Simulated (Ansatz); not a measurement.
Born–Oppenheimer molecular dynamics of H6O3W (10 atoms, charge 0, multiplicity 1). It starts from a relaxed structure.

The calculation used RKS BHLYP-D4/def2-SVP in Ansatz 0.2.0.

```yaml
ensemble: NVT, Nosé–Hoover chain
time_step: 0.5 fs
steps_asked: 431
set_temperature: 1500 K
thermostat: time constant 300 fs, chain length 5
seed: 359604
```

First frame:

```xyz
10
Properties=species:S:1:pos:R:3
W -0.292 -0.327 -0.213
H 0.046 -0.007 1.395
H 1.288 0.098 0.139
H -0.029 1.278 0.182
O -2.083 0.007 0.263
H -2.494 0.580 0.905
O 0.261 -2.084 0.179
H 0.905 -2.448 0.780
O 0.118 0.203 -1.973
H 0.695 0.868 -2.339
```

Task: How far do the bonds stretch over the last three quarters of this one trajectory? (Pairs bonded in most of those frames.)

Result: 
```
  bond  mean (Å)  spread (Å)  shortest  longest
 W1–H2     1.693       0.039      1.61     1.81
 W1–H3     1.688       0.047      1.60     1.78
 W1–H4     1.703       0.067      1.56     1.83
 W1–O5     1.891       0.034      1.82     1.96
 W1–O7     1.903       0.087      1.76     2.05
 W1–O9     1.894       0.032      1.83     1.96
 O5–H6     0.954       0.007      0.94     0.97
 O7–H8     0.964       0.042      0.89     1.03
O9–H10     0.957       0.012      0.94     0.98
```

Pairs bonded in part of these frames only: W1–H8 13 %.

Mean temperature of the second half: 791 K. The conserved energy stayed within 0.61 meV per atom of its start (net change 0.28 meV per atom), so the integration is sound. The mean temperature of the second half is 47 % below the set value. A run of 0.22 ps of so small a system gives no equilibrium averages.

Time of the run: 36 min on 2 threads of Intel(R) Xeon(R) Platinum 8259CL CPU @ 2.50GHz (Skylake/Cascade Lake), with other jobs on the host, peak memory 0.26 GiB.
